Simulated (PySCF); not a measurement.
C₂H₉FSi₃, SMILES [SiH2]1C[SiH2][Si]1(C)F.

Geometry optimised at ωB97X-D3(BJ)/def2-SVP. The structure was generated by enumeration, and PubChem lists no compound with its InChIKey, so it may never have been made.

Two levels are set side by side: PBE/def2-TZVP (PySCF) and HF/def2-TZVP (PySCF). Same geometry, gas phase. Differences are taken from unrounded values.

```tsv
quantity	HF	PBE	PBE minus HF
orbital gap (eV)	11.80	4.15	-7.65
highest occupied level (eV)	-9.40	-5.92	3.48
lowest empty level (eV)	2.40	-1.77	-4.17
dipole moment (D)	1.33	1.14	-0.19
mean polarisability (bohr³)	97.2	109.5	12.2
```

Without exact exchange PBE keeps part of each electron's self-repulsion, which lifts occupied levels and narrows the gap. PBE's more diffuse valence density responds more strongly to a field. Differences between two approximate levels are no errors against the true value.

Rough cost on one machine, each run with all the roots and properties that it gave: HF against PBE about 1/3.
